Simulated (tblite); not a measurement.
Compound: C₆H₉FO₂Si.
Numbering: `[CH2:1]=[CH:2][C@:3]1([O:4][CH3:5])[CH:6]=[C:7]([F:8])[SiH2:9][O:10]1` (hydrogens: H11, H12 on C1; H13 on C2; H14, H15, H16 on C5; H17 on C6; H18, H19 on Si9)

Structure optimised with GFN2-xTB, isolated species.

(1) Give the optimised bond lengths and angles.

Results:

(1) 
| bond | length (bohr) |
| --- | --- |
| C1=C2 | 2.490 |
| C2–C3 | 2.859 |
| C3–O4 | 2.649 |
| O4–C5 | 2.672 |
| C3–C6 | 2.854 |
| C6=C7 | 2.504 |
| C7–F8 | 2.542 |
| C7–Si9 | 3.573 |
| Si9–O10 | 3.087 |
| C3–O10 | 2.669 |
| C1–H11 | 2.034 |
| C1–H12 | 2.035 |
| C2–H13 | 2.043 |
| C5–H14, C5–H15, C5–H16 | 2.063 |
| C6–H17 | 2.033 |
| Si9–H18 | 2.755 |
| Si9–H19 | 2.752 |

Bonds in one row agree within 0.02 bohr and their mean is given. A selection of angles:
| angle | degrees |
| --- | --- |
| C2–C1–H11 | 121.2 |
| C2–C1–H12 | 121.6 |
| H11–C1–H12 | 117.2 |
| C1–C2–C3 | 124.8 |
| C1–C2–H13 | 122.2 |
| C3–C2–H13 | 113.0 |
| C2–C3–O4 | 111.8 |
| C2–C3–C6 | 108.3 |
| C2–C3–O10 | 110.5 |
| O4–C3–C6 | 107.1 |
| O4–C3–O10 | 109.9 |
| C6–C3–O10 | 109.1 |
| C3–O4–C5 | 114.5 |
| O4–C5–H14 | 105.7 |
| O4–C5–H15 | 111.2 |
| H14–C5–H15 | 110.0 |
| C3–C6–C7 | 113.9 |
| C3–C6–H17 | 118.7 |
| C7–C6–H17 | 127.5 |
| C6–C7–F8 | 122.7 |
| C6–C7–Si9 | 109.5 |
| F8–C7–Si9 | 127.8 |
| C7–Si9–O10 | 90.6 |
| C7–Si9–H18 | 113.7 |
| C7–Si9–H19 | 114.0 |
| O10–Si9–H18 | 108.8 |
| O10–Si9–H19 | 111.0 |
| H18–Si9–H19 | 115.8 |
| C3–O10–Si9 | 117.0 |

Dihedral angles: C1–C2–C3–O4 -133° (anticlinal); C2–C3–O4–C5 62° (synclinal); C2–C3–C6–C7 -121° (anticlinal); C3–C6–C7–F8 179° (antiperiplanar); C6–C7–Si9–O10 1° (synperiplanar); C7–Si9–O10–C3 -2° (synperiplanar); C2–C3–O10–Si9 121° (anticlinal).

O4 (ether oxygen) is bent (angle 114.5°). The 4 C–C bonds span 1.318 Å (C1=C2, drawn double) to 1.513 Å (C2–C3, drawn single), a spread of 0.195 Å. Of the pairs four or more bonds apart, C2···H15 is among the closest relative to their van der Waals radii: 2.61 Å, 90 % of the sum of Bondi's values. The 5-membered ring C3–C6–C7–Si9–O10 has internal angles of 90.6° to 117.0° (sum 540°, against 540° for a flat polygon); it is planar, 0.01 Å rms from its mean plane, widest ring torsion 2°. Si9 (oxygen-bound silicon) has angles from 90.6° to 115.8°.

Point group: C1 (no symmetry element, even within 0.4 Å). Its GFN2-xTB frequencies are all real (lowest 50 cm⁻¹). One conformer, not necessarily the lowest. 3 starts were optimised and ended at 0.00, 4.40 and 5.08 kcal/mol (GFN2-xTB); the lowest of these is shown.

Hardware: one thread of an Arm Neoverse N1, no GPU, shared host with 64 logical CPUs at a one-minute load of 61. Cost: 1.3 s. These figures are those of the optimisation.

All values are computed, not measured.
